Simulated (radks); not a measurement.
Values are calculated unless marked as measured or tabulated.
Spherical quantum dot in the effective-mass picture: electrons in a hard-walled sphere of radius 2.72, all in effective atomic units (hartree* = m*/eps^2 hartree, bohr* = eps/m* bohr), one dielectric constant everywhere. Level of theory: non-relativistic Kohn-Sham, PBEsol, spin-polarised, spherical densities (a radial shooting solver with Libxc functionals). Levels are named by radial order and angular momentum (1s, 1p, 1d, 2s, ...), and open shells are averaged over m.

N = 18, configuration 1s2 1p6 1d10. This is the lowest configuration that the search found. Occupied and some empty levels:

| level | occupation | eigenvalue (hartree*) | <r> (bohr*) |
|---|---|---|---|
| 1s | 2 | 9.3322 | 1.715 |
| 1p | 6 | 9.7499 | 1.826 |
| 1d | 10 | 10.421 | 1.908 |
| 1f | 0 | 11.311 | 1.973 |
| 2s | 0 | 11.514 | 1.246 |
| 2p | 0 | 12.744 | 1.431 |

Energy (hartree*): total 104.738, kinetic 35.146, external 0, Hartree 79.727, exchange-correlation -10.134.

Electron density:

| r (bohr*) | n(r) (e/bohr*^3) |
|---|---|
| 0.144 | 0.03082 |
| 0.279 | 0.03559 |
| 0.414 | 0.04439 |
| 0.550 | 0.05846 |
| 0.685 | 0.07920 |
| 0.821 | 0.1079 |
| 0.956 | 0.1456 |
| 1.09 | 0.1921 |
| 1.23 | 0.2455 |
| 1.36 | 0.3027 |
| 1.50 | 0.3565 |
| 1.63 | 0.3990 |
| 1.77 | 0.4194 |
| 1.91 | 0.4086 |
| 2.04 | 0.3616 |
| 2.17 | 0.2816 |
| 2.31 | 0.1818 |
| 2.45 | 0.08778 |
| 2.58 | 0.02257 |
| 2.72 | 0.00005486 |
